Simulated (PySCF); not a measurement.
Lithium bromide, LiBr.
Geometry (PBE0-D3(BJ)/def2-TZVP, Å), atoms numbered from 1 in this order:
```xyz
2
LiBr angstrom
Li     1.0938   -0.0279    0.0009
Br    -1.0763   -0.0010   -0.0130
```

Linear response at PBE0/aug-cc-pVTZ (PySCF, frozen core in the response, non-relativistic). Geometry: PBE0-D3(BJ)/def2-TZVP; no solvent, vibrations or thermal averaging. The PBE0/aug-cc-pVTZ calculation is non-relativistic and has no spin–orbit coupling, an omission that weighs most on bromine.

Static isotropic polarisability: 36.20 au (5.36 Å³), principal values 35.1, 35.1, 38.4 au.

Task: What is the polarisability at 1064 nm and at the sodium D line?

Result: 36.94 au at 1064 nm (+2.1 %), 38.86 au at 589.3 nm (+7.4 %). The rise at 589.3 nm is 3.58 times that at 1064 nm; a pure ω² law gives 3.26. The lowest singlet lies at 286 nm, shorter than both wavelengths.

Task: What is the isotropic C6 coefficient between two such molecules, C6 = (3/π)∫α(iω)² dω?

Result: 370.1 au (Eh·bohr⁶) by a ten-point quadrature over imaginary frequencies, which is 221 eV·Å⁶ or 21.3 J·nm⁶/mol.

Task: Which effective excitation energy ω̄ makes London's formula C6 = (3/4)α²ω̄ exact here?

Result: ω̄ = 4·C6/(3α²) = 0.377 Eh = 10.2 eV. A one-pole form α(ω) = α/(1 − ω²/ω̄²) fitted to the 1064 nm value gives 8.2 eV.

Task: How many electrons N does the Slater–Kirkwood formula C6 = (3/4)·√N·α^(3/2) need to give this C6?

Result: N = (4·C6/3)²/α³ = 5.1; the species has 38 electrons in all.

Task: What does −C6/R⁶ come to at R = 10 Å between centres?

Result: -21 J/mol. This is the leading, orientation-averaged term; C8 and higher terms are left out.

Task: What molar refraction at the D line follows from R = (4π/3)·N_A·α′, with α′ the polarisability volume?

Result: α′ = 5.76 Å³ gives R = 14.53 cm³/mol, for isolated, non-vibrating species.

Task: The lowest 10 singlets have (eV, f): 4.34, 0.027; 4.34, 0.027; 5.05, 0.036; 5.83, 0.000; 5.83, 0.000; 5.88, 0.000; 6.20, 0.104; 6.39, 0.050; 6.39, 0.050; 6.54, 0.003. What share of the static polarisability do they carry in the sum over states α = Σ f/ω²?

Result: 7.05 au, 19.5 % of α; the largest term, 2.01 au, is that of the state at 6.20 eV. Their oscillator strengths add up to 0.30. Higher states carry the rest.

Task: How anisotropic is the static polarisability, by Δα² = ½[(α1 − α2)² + (α2 − α3)² + (α3 − α1)²]?

Result: Δα = 3.4 au, or 0.09 of the isotropic value.

Task: What three-body coefficient follows from the one-pole estimate C9 = (3/4)·α·C6?

Result: 10000 au. This is an estimate from the two numbers above, not a computed integral.

Hardware: one thread of an Arm Neoverse V1, on a shared host. Cost: 3.0 s, 0.41 GiB resident at most. This is the whole response run at PBE0/aug-cc-pVTZ, SCF included.
